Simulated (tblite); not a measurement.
Isomers of C4H4N3 (doublet state). Method: GFN2-xTB as coded in tblite; computed harmonic values from a numerical Hessian at the method's own geometry, unscaled. Against measured fundamentals such values can be off by several per cent, at times by over 20. One conformer each. Open shells enter through the occupations alone, without spin polarisation, and single modes of such species can be off by tens of per cent.

Electronic energies: GFN2-xTB at the same geometries; isomer energies are rough at this level and their order can be wrong.

| SMILES | electronic energy, lowest = 0 (kJ/mol) |
| --- | --- |
| [H]/[C]=N/C(CC#N)=N/[H] | 187.2 |
| C=NC(=[N])CC#N | 205.1 |
| [H]/N=C(\[CH]C#N)N=C | 161.1 |
| [H]/N=[C]/c1ncc[nH]1 | 0.0 |

Task: How do GFN2-xTB zero-point energies change the relative energies?

Result: 
```tsv
SMILES	ZPE (kJ/mol)	of it from modes above 1550 cm⁻¹	electronic (kJ/mol)	with ZPE, lowest = 0 (kJ/mol)	lowest mode (cm⁻¹)	rings
[H]/N=[C]/c1ncc[nH]1	200.1	90.7	0.0	0.0	131	1
[H]/N=C(\[CH]C#N)N=C	191.1	98.5	161.1	152.0	54	0
[H]/[C]=N/C(CC#N)=N/[H]	192.6	110.1	187.2	179.7	26	0
C=NC(=[N])CC#N	191.5	106.8	205.1	196.4	49	0
```

The zero-point energies span 9.0 kJ/mol, from `[H]/N=C(\[CH]C#N)N=C` to `[H]/N=[C]/c1ncc[nH]1`. The order is unchanged.

Task: What do entropy and thermal enthalpy add at 298.15 K and 1 bar (rigid rotor, harmonic oscillator, one conformer each)?

Result: 
```
                 SMILES  point group  symmetry number  S (J/(mol K))  H − H(0) (kJ/mol)  ZPE + H − H(0) − TS (kJ/mol)
   [H]/N=[C]/c1ncc[nH]1           C1                1          333.2              18.91                         119.7
   [H]/N=C(\[CH]C#N)N=C           C1                1          363.7              22.16                         104.8
[H]/[C]=N/C(CC#N)=N/[H]           C1                1          368.0              22.18                         105.1
         C=NC(=[N])CC#N           C1                1          367.1              22.27                         104.3
```

S holds R ln(2S + 1) for the spin.
